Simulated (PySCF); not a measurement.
# C3H5BO: full NMR table

- Formula: C3H5BO
- SMILES: C#CBOC
- InChI: InChI=1S/C3H5BO/c1-3-4-5-2/h1,4H,2H3
- Point group of the computed structure: C1
- Carbon signals: 3
- Proton signals: 3

Mapped SMILES: `[CH:1]#[C:2][BH:3][O:4][CH3:5]` (H(Xn): hydrogen on atom n).

Theoretical values (PySCF 2.14): couplings computed with B3LYP/pcJ-1 (spin–dipole term only in couplings to heteroatoms), CAM-B3LYP/pcSseg-2 with gauge-including orbitals, PBE0-D3(BJ)/def2-SVP geometry. Relativity neglected, one averaged value for each set of equivalent atoms, no solvent, single conformer.

References, each an isolated molecule treated in the same way: TMS for $^{1}$H (31.34 ppm), $^{13}$C (182.55 ppm); $^{11}$B (97.88 ppm) vs BF3·OEt2; $^{17}$O (329.76 ppm) vs H2O.

```tsv
carbon	δC, type	δH (multiplicity, J in Hz)	HMBC from (abs. J ≥ 3 Hz)	span of the C tensor (ppm)
C1	111.5, CH	3.11 (s)	H(B3)	203
C2	93.2, C	–	H(B3), H(C1)	313
C5	58.3, CH3	3.89 (s)	H(B3)	80
```

Other nuclei:
```
atoms   nucleus                         environment  δ (ppm)  σ (ppm)
H(B3)   $^{1}$H  hydrogen on a boron bonded to C, O     4.70    26.64
   B3  $^{11}$B             boron bonded to C, O, H     37.6     60.2
   O4  $^{17}$O               oxygen bonded to C, B    176.3    153.5
```

Selected couplings (Hz, signed; the shortest-range and largest first, 30 at most; isotopes $^{13}$C, $^{1}$H, $^{11}$B): $^{1}J$(C1,H(C1)) 262.8, $^{1}J$(B3,H(B3)) 168.0, $^{1}J$(C1,C2) 159.4, $^{1}J$(C5,H(C5)) 149.7, $^{1}J$(C2,B3) 98.8, $^{2}J$(C1,B3) 19.3, $^{2}J$(B3,C5) -2.4, $^{3}J$(C2,C5) 6.5, $^{3}J$(B3,H(C5)) 4.3, $^{3}J$(B3,H(C1)) 3.8, $^{4}J$(H(C1),H(B3)) -1.3, $^{4}J$(H(B3),H(C5)) -1.1.

1. δC 111.5: terminal alkyne carbon.
2. δC 93.2: alkyne carbon; sp carbons lie upfield of alkene carbons because the cylindrical π system leaves one tensor component strongly shielded.
3. δC 58.3: methyl carbon bonded to O; pulled downfield by the heteroatom.
4. δH 3.89: hydrogen on a methyl carbon bonded to O; its carbon carries O, hence the downfield position.
5. δH 3.11: hydrogen on a terminal alkyne carbon; it lies on the axis of the triple bond, in its shielding cone.

Hydrogens on boron are broadened and split by $^{11}$B (spin 3/2, 80 %) and 10B (spin 3). A carbon bonded to boron is broadened by the quadrupolar boron nucleus and is often missing from a measured spectrum. Shifts are as computed, not scaled to solution data. Of 1211 compounds with measured shifts, 218 miss one by over three times the rms of a fit or turn the order of signals round; such compounds aren't used in these exercises. Experimental scales use liquid or dissolved standards, which lie at an offset from isolated H2O (liquid H2O: subtract about 36 ppm).
